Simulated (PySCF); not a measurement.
## Electric field gradients and quadrupole coupling constants

CH10GeN2SSi.
Z-matrix (Å and degrees, PBE0-D3(BJ)/def2-SVP geometry), rows numbered from 1:
```
C 
S   1  1.8239
Ge  2  2.2174  1   99.40
N   3  1.8253  2  105.65  1    50.72
N   3  1.8327  2  116.06  1   -63.78
Si  5  1.7417  3  127.96  2    66.07
H   1  1.0984  2  107.11  3  -159.42
H   1  1.0989  2  110.60  3   -40.46
H   1  1.0992  2  111.08  3    81.75
H   3  1.5432  2  105.42  1   177.83
H   4  1.0155  3  115.59  2    57.84
H   4  1.0161  3  115.36  2  -171.42
H   5  1.0171  3  112.64  2   -89.62
H   6  1.4908  5  108.54  3    39.39
H   6  1.4961  5  108.90  3   159.17
H   6  1.5010  5  114.45  3   -81.11
```

Field gradients from the PBE0/pcSseg-1 density (PySCF, non-relativistic), principal values in atomic units, ordered |Vxx| ≤ |Vyy| ≤ |Vzz|:

```csv
atom,Vxx,Vyy,Vzz
S2,0.2238,2.0899,-2.3137
Ge3,0.2310,0.4726,-0.7036
N4,0.4122,0.5412,-0.9533
N5,0.3098,0.5173,-0.8271
```

Task: Find the asymmetry η = (Vxx − Vyy)/Vzz and the couplings χ = eQV/h (234.96 MHz × Q in barn × V in au), with Q(33S) = −0.0678 b, Q(73Ge) = −0.196 b, Q(14N) = 0.02044 b.

Result: 
| atom | environment | nucleus | η | χzz (MHz) | χxx (MHz) | χyy (MHz) |
| --- | --- | --- | --- | --- | --- | --- |
| S2 | sulfur bonded to C and Ge | 33S | 0.81 | 36.86 | -3.57 | -33.29 |
| Ge3 | germanium bonded to 2 N, S and H | 73Ge | 0.34 | 32.40 | -10.64 | -21.76 |
| N4 | nitrogen bonded to Ge and 2 H | 14N | 0.14 | -4.578 | 1.979 | 2.599 |
| N5 | silicon-bound nitrogen | 14N | 0.25 | -3.972 | 1.488 | 2.484 |

The tensor is traceless: Vxx + Vyy + Vzz = 0.

Task: What is Vzz at N5 in SI units (1 au = 9.71736 × 10²¹ V/m²)?

Result: -0.8271 au = -8.037 × 10²¹ V/m².

Task: What couplings would deuterons (Q(2H) = 0.00286 b) have in place of the hydrogens, at this geometry?

Result: 
```csv
atom,bonded to,bond length (Å),Vzz (au),η,χzz (kHz)
H7,C1,1.098,0.2942,0.05,198
H8,C1,1.099,0.2838,0.03,191
H9,C1,1.099,0.2901,0.03,195
H10,Ge3,1.543,0.1301,0.01,87
H11,N4,1.015,0.4044,0.15,272
H12,N4,1.016,0.4034,0.15,271
H13,N5,1.017,0.4056,0.16,273
H14,Si6,1.491,0.1409,0.02,95
H15,Si6,1.496,0.1378,0.04,93
H16,Si6,1.501,0.1344,0.02,90
```

One conformer (not necessarily the lowest) at the PBE0-D3(BJ)/def2-SVP geometry, without solvent, vibrations or thermal averaging. The calculation is non-relativistic, for germanium too. The small basis limits the accuracy of the gradients.
